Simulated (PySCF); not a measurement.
Stationary points of H₃TeN

These are results of PBE0/[Te def2-TZVP with ECP28, N def2-TZVP, H def2-TZVP], scalar-relativistic core potentials, density fitting, no spin–orbit coupling, PySCF, not measurements.

Relaxations began from a few typed shapes. The search is not exhaustive: other isomers or separated fragments can lie lower, and high-lying points may rest on an excited occupation.

Q: Order these stationary points by electronic energy, lowest first, in kJ/mol from the lowest minimum.
A. singlet C3v: Te–H 1.719 Å (×3), Te–N 1.811 Å; H–Te–H 91.3° (×3), H–Te–N 124.4° (×3)
B. singlet C2v: Te–H 1.726 Å, Te–H 1.731 Å (×2), Te–N 1.879 Å; H–Te–H 85.6° (×2), H–Te–H 171.2°, H–Te–N 94.4° (×2), H–Te–N 180.0°

A: A (0.0), B (132.9).

Q: Which of them are minima?

A: By energy in kJ/mol, 0.0: minimum; 132.9: saddle point, 1 imaginary mode.

Counting electrons, tellurium keeps none of its valence electrons outside its bonds, so the VSEPR class is AX4 and the expected shape is tetrahedral; with unlike ligands the computed point group is C3v.
